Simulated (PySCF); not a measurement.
Se(SeH)(OSiH3) (H₄OSe₂Si), SMILES [SiH3]O[Se][SeH].

Geometry: PBE0-D3(BJ)/def2-SVP. The structure was generated by enumeration, and PubChem lists no compound with its InChIKey, so it may never have been made. The values are those of a single conformer.

The numbers are results of HF/def2-TZVP (PySCF), not measurements.

Gas-phase values at a fixed geometry.

Question: Estimate the frontier levels, gap, dipole moment and polarisability. (Estimate from the structure and the level; the computed values follow.)

Answer: 
highest occupied level: -9.70 eV
lowest empty level: 1.90 eV
orbital gap: 11.60 eV
dipole moment: 0.79 D
quadrupole, principal values (traceless, Buckingham form, about the centre of nuclear charge): -5.74, -0.06, 5.80 D·Å
mean static polarisability: 77.1 bohr³ (11.42 Å³)
polarisability, principal values: 60.8, 71.1, 99.3 bohr³
